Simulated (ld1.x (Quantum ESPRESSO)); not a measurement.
**Reading a pseudo-wave (H (Z = 1))**

Columns: radius, all-electron u(r) and pseudo u(r) of the 1s shell (level -12.68 eV) of hydrogen in the configuration 1s0.5; PBE, scalar-relativistic, TM scheme, ld1.x (Quantum ESPRESSO) 7.5.

```json
{"r (bohr)": "0.057", "all-electron": "0.1162", "pseudo": "0.0947"}
{"r (bohr)": "0.115", "all-electron": "0.2209", "pseudo": "0.1892"}
{"r (bohr)": "0.172", "all-electron": "0.3114", "pseudo": "0.2784"}
{"r (bohr)": "0.230", "all-electron": "0.3920", "pseudo": "0.3636"}
{"r (bohr)": "0.288", "all-electron": "0.4620", "pseudo": "0.4418"}
{"r (bohr)": "0.345", "all-electron": "0.5214", "pseudo": "0.5103"}
{"r (bohr)": "0.402", "all-electron": "0.5723", "pseudo": "0.5699"}
{"r (bohr)": "0.460", "all-electron": "0.6161", "pseudo": "0.6208"}
{"r (bohr)": "0.518", "all-electron": "0.6526", "pseudo": "0.6620"}
{"r (bohr)": "0.575", "all-electron": "0.6821", "pseudo": "0.6937"}
{"r (bohr)": "0.632", "all-electron": "0.7059", "pseudo": "0.7175"}
{"r (bohr)": "0.690", "all-electron": "0.7248", "pseudo": "0.7347"}
{"r (bohr)": "0.747", "all-electron": "0.7386", "pseudo": "0.7462"}
{"r (bohr)": "0.805", "all-electron": "0.7485", "pseudo": "0.7535"}
{"r (bohr)": "0.862", "all-electron": "0.7544", "pseudo": "0.7572"}
{"r (bohr)": "0.920", "all-electron": "0.7570", "pseudo": "0.7583"}
{"r (bohr)": "0.977", "all-electron": "0.7566", "pseudo": "0.7571"}
{"r (bohr)": "1.035", "all-electron": "0.7536", "pseudo": "0.7537"}
{"r (bohr)": "1.092", "all-electron": "0.7483", "pseudo": "0.7483"}
{"r (bohr)": "1.150", "all-electron": "0.7409", "pseudo": "0.7409"}
{"r (bohr)": "1.208", "all-electron": "0.7316", "pseudo": "0.7316"}
{"r (bohr)": "1.265", "all-electron": "0.7210", "pseudo": "0.7210"}
{"r (bohr)": "1.322", "all-electron": "0.7092", "pseudo": "0.7092"}
{"r (bohr)": "1.380", "all-electron": "0.6960", "pseudo": "0.6960"}
{"r (bohr)": "1.438", "all-electron": "0.6818", "pseudo": "0.6818"}
{"r (bohr)": "1.495", "all-electron": "0.6671", "pseudo": "0.6671"}
```

Task: How many radial nodes do the two functions have?

Result: The all-electron 1s function has n − l − 1 = 0; the pseudo-wave has 0.

Task: At about which radius was the pseudo-wave matched?

Result: 1.15 bohr. The columns agree to 0.0005 from 0.98 bohr on; several derivatives are matched, so the curves merge somewhat inside the radius.

Task: Is the pseudo-wave norm-conserving?

Result: Yes: the TM scheme keeps the norm inside the radius equal to the all-electron one, which fixes the energy derivative of the logarithmic derivative at the level.
